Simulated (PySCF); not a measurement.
Working out the ionisation energy of Se

Se [Ar] 3d10 4s2 4p4 (3P) → Se+ [Ar] 3d10 4s2 4p3 (4S). All numbers are calculated (PySCF 2.14, no relativity, point nucleus, in dyall-av2z (16s12p8d, 92 functions)). Frozen: [Ar] 3d10; the 39 highest virtual orbitals dropped. Energies in hartree (1 hartree = 27.21139 eV):

| part | Se (lower) | Se+ (upper) |
| --- | --- | --- |
| UHF | -2399.845631 | -2399.529953 |
| CCSD correlation | -0.098227 | -0.078912 |
| (T) | -0.001916 | -0.001133 |

What does Hartree-Fock give?

(-2399.529953) − (-2399.845631) = 0.315678 hartree = 8.590 eV.

What do CCSD and CCSD(T) give?

The CCSD correlation energies differ by 0.019315 hartree = 0.526 eV and the triples by 0.000783 hartree = 0.021 eV, so CCSD gives 9.116 eV and CCSD(T) 9.137 eV.

Measured between the centres of the two terms (NIST): 9.635 eV, so CCSD(T) (valence) is off by -0.498 eV.

The calculation is non-relativistic.

A double-zeta basis recovers only part of the correlation energy.

What remains against the reference includes basis incompleteness, the frozen core and higher excitations.
